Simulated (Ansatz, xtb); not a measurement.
# Group exchange: CH5N + C2H8OSi2 → CH7NSi + C2H6OSi

Species: CH5N (methylamine) `CN`, singlet; C2H8OSi2 `O[SiH2]/C=C/[SiH3]`, singlet; CH7NSi `CN[SiH3]`, singlet; C2H6OSi `C=C[SiH2]O`, singlet. The partners trade H for SiH3: N–H and C–SiH3 bonds give way to N–SiH3 and C–H.

Shapes, held fixed at every level: PBE0-D4/def2-TZVP. Flexible molecules stand in one conformer, not always the lowest. Programs: Ansatz 0.2.0, xtb 6.7.1. The zero-point and thermal change to 298 K, harmonic and unscaled (PBE0-D4/def2-TZVP), is -1.5 kJ/mol.

**Question.** Estimate ΔH(298 K) of this reaction.

**Answer.** The highest level, CCSD(T)/CBS estimate, gives ΔH(298 K) = -46.1 kJ/mol; the levels span -86.8 to -38.8. The column of differences is taken from that level and isn't an error. No measured value is set beside it here. The CBS estimate extrapolates MP2 from def2-TZVPP and def2-QZVPP and adds CCSD(T) − MP2 in the triple-zeta set, cores frozen. Times are processor times on shared x86 and Arm servers, and rough.

| level | kind | ΔH(298 K) (kJ/mol) | less CCSD(T)/CBS estimate | CPU time (sum over the molecules) |
| --- | --- | --- | --- | --- |
| GFN0-xTB | semi-empirical | -86.8 | -40.7 | 0.094 s |
| PBE-D4/def2-TZVPP | GGA | -38.8 | +7.3 | 34 s |
| r2SCAN-D4/def2-TZVPP | meta-GGA | -44.8 | +1.3 | 63 s |
| PBE0-D4/def2-TZVPP | global hybrid | -41.9 | +4.2 | 38 s |
| wB97M-V/def2-TZVPP | range-separated hybrid | -47.5 | -1.4 | 2.4 min |
| MP2/def2-SVP | perturbation theory | -45.7 | +0.4 | – |
| CCSD/def2-TZVPP | coupled cluster or CI | -47.8 | -1.7 | – |
| CCSD(T)/CBS estimate | coupled cluster or CI | -46.1 | 0.0 | 29 min |
